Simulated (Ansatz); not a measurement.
`[CH3][SnH2][F]` and `[CH3][SnH2][SiH3]` differ in one atom or group.

Ansatz, PBE0-D4/def2-TZVP geometries, multiplicity 1. 

Elements past krypton have def2 core potentials.

```csv
property,`[CH3][SnH2][F]`
size of the dipole moment (B3LYP/def2-TZVPP) / D,3.05
LUMO energy (PBE0/def2-TZVPP) / eV,-0.39
zero-point energy (PBE0-D4/def2-TZVP) / kJ/mol,135.2
HOMO–LUMO gap (PBE0/def2-TZVPP) / eV,8.31
LUMO energy (B3LYP/def2-TZVPP) / eV,-0.67
HOMO energy (B3LYP/def2-TZVPP) / eV,-8.49
```

(1) What does the change do to each property? (An estimate is asked.)

## Answers

(1) Computed: 
```csv
property,`[CH3][SnH2][SiH3]`,shift
size of the dipole moment (B3LYP/def2-TZVPP) / D,0.73,-2.32
LUMO energy (PBE0/def2-TZVPP) / eV,-0.04,0.35
zero-point energy (PBE0-D4/def2-TZVP) / kJ/mol,194.3,59.1
HOMO–LUMO gap (PBE0/def2-TZVPP) / eV,7.67,-0.64
LUMO energy (B3LYP/def2-TZVPP) / eV,-0.25,0.42
HOMO energy (B3LYP/def2-TZVPP) / eV,-7.51,0.98
```

With PBE0 the HOMO rises by 0.99 eV and the LUMO rises by 0.35 eV, so the gap narrows by about 0.64 eV. PBE moves the HOMO by 0.70 eV and ωB97M-V by 1.18 eV. The zero-point energy changes by 59.1 kJ/mol with +9 modes. Dipoles are sizes alone; their direction can turn.

B3LYP here is the variant with VWN-RPA as its local correlation; programs differ in this.
